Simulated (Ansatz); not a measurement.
C2H8N2Si can be A, `NC/N=C/[SiH3]`, or B, `N=C([SiH3])CN`.

Gas-phase electronic energies from Ansatz, PBE0-D4/def2-TZVP geometries. CCSD(T)/CBS is the MP2 limit (def2-TZVPP, def2-QZVPP) plus CCSD(T) − MP2 in def2-TZVPP, frozen cores. Functionals use def2-TZVPP. B3LYP here is the variant with VWN-RPA as its local correlation; programs differ in this. Each species was taken in one conformer, which may not be the lowest.

**Question.** Which is lower in electronic energy at CCSD(T)/CBS, and by how much? (Estimate.)

**Answer.** Ansatz gave: B, by 7.3 kcal/mol.

**Question.** Give E(B) − E(A) in kcal/mol with B2PLYP, r2SCAN-D4, CCSD(T)/def2-TZVPP, HF/def2-TZVPP, PBE0-D4, B3LYP, B3LYP-D4. (Estimate.)

**Answer.** Ansatz gave: B2PLYP -6.6, r2SCAN-D4 -7.7, CCSD(T)/def2-TZVPP -7.3, HF/def2-TZVPP -5.2, PBE0-D4 -7.9, B3LYP -6.0, B3LYP-D4 -7.0. None reverses the order clearly.

Largest T1 diagnostic: 0.012.

The D4 term adds −1.0 kcal/mol with B3LYP and −0.5 kcal/mol with PBE0; it sums over pairs of atoms, weighted by their polarisabilities, and B3LYP, whose exchange is more repulsive, gets the larger term. In def2-TZVPP, CCSD(T) changes the Hartree–Fock value by −2.0 kcal/mol (the triples alone add −0.2 kcal/mol) and MP2 by −2.3 kcal/mol.
